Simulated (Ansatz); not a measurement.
These are frozen-core CCSD(T)/cc-pVTZ // B3LYP-D3(BJ)/def2-TZVP run with Ansatz (a quantum-chemistry and plane-wave program) values and carry that method's errors.

Ansatz 0.2 input:
```yaml
crystal:
  periodic: [false, false, false]
  atoms:
    - { symbol: B, position_ang: [-1.432152, -0.051278, -0.0403] }
    - { symbol: B, position_ang: [0.087363, -0.317953, -0.565167] }
    - { symbol: C, position_ang: [1.370663, 0.311521, 0.096575] }
    - { symbol: O, position_ang: [1.900262, -0.267932, 1.022865] }
    - { symbol: H, position_ang: [-2.115711, 0.800354, -0.525648] }
    - { symbol: H, position_ang: [-1.916149, -0.696551, 0.839103] }
    - { symbol: H, position_ang: [0.30489, -1.047277, -1.48913] }
    - { symbol: H, position_ang: [1.800833, 1.269115, -0.280963] }
basis:
  gaussian: { orbitals: cc-pVTZ }
correlation:
  method: ccsd_t
```

Output:

```
Functional definition: HF
1016 factors; integrals over basis functions are off by at most 6.8e-4 eV
mean field evaluation 1: about -4470.6963 eV, gradient 3.5e1 eV
mean field evaluation 2: about -4470.6970 eV, gradient 3.5e1 eV
mean field evaluation 4: about -4473.8381 eV, gradient 4.2e0 eV
mean field evaluation 8: about -4473.9316 eV, gradient 2.0e-1 eV
mean field evaluation 16: about -4473.9256 eV, gradient 9.0e-1 eV
mean field -4473.93184978 eV, -164.4139629394 hartree, gradient 4.4e-6 eV, S^2 0.000000; 0 other end points of the search recorded, 0 dependent functions left out
4 core orbitals not correlated
reference -4473.93184978 eV, -164.4139629394 hartree; 10, 10 occupied and 162, 162 virtual orbitals, 1016 factors
second order -15.68722347 eV of doubles, -0.00000000 eV of singles
cycle   1  -16.02286849 eV  change   -3.4e-1 eV  update   1.1e-1
cycle   2  -16.50311152 eV  change   -4.8e-1 eV  update   3.6e-2
cycle   3  -16.64565307 eV  change   -1.4e-1 eV  update   2.2e-2
cycle   4  -16.63560924 eV  change    1.0e-2 eV  update   7.1e-3
cycle   5  -16.63215451 eV  change    3.5e-3 eV  update   4.6e-3
cycle   6  -16.63440338 eV  change   -2.2e-3 eV  update   2.0e-3
cycle   7  -16.63413368 eV  change    2.7e-4 eV  update   1.1e-3
cycle   8  -16.63385676 eV  change    2.8e-4 eV  update   5.1e-4
cycle   9  -16.63408677 eV  change   -2.3e-4 eV  update   2.3e-4
cycle  10  -16.63414947 eV  change   -6.3e-5 eV  update   1.0e-4
cycle  11  -16.63408867 eV  change    6.1e-5 eV  update   5.0e-5
cycle  12  -16.63413061 eV  change   -4.2e-5 eV  update   2.7e-5
cycle  13  -16.63412221 eV  change    8.4e-6 eV  update   1.3e-5
perturbative correction -0.68066943 eV, -0.0250141400 hartree
Total energy: -4491.24664141 eV, -165.0502697955 hartree
```

Cost: about 50 core-seconds (a rough figure).
